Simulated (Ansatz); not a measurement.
Ansatz results at the PBE0-D4/def2-TZVP geometry: HOMO energy (PBE0/def2-TZVPP) -6.48 eV; HOMO–LUMO gap (B3LYP/def2-TZVPP) 5.53 eV; HOMO–LUMO gap (ωB97M-V/def2-TZVPP) 9.69 eV.

Each molecule was computed in one conformer, which needn't be the lowest.

(1) Which molecule gave them?
A. `S[SiH]1[CH2][GeH2]1`
B. `[SiH3][CH]1[S][GeH2]1`
C. `[GeH3][SiH]1CS1`
D. `[NH2][SnH]1[S][S]1`

Answers

(1) A. The others give `[NH2][SnH]1[S][S]1`: -6.03, 4.03, 8.60; `[GeH3][SiH]1CS1`: -6.87, 5.74, 10.08; `[SiH3][CH]1[S][GeH2]1`: -6.82, 5.69, 10.16.

B3LYP here is the variant with VWN-RPA as its local correlation; programs differ in this.
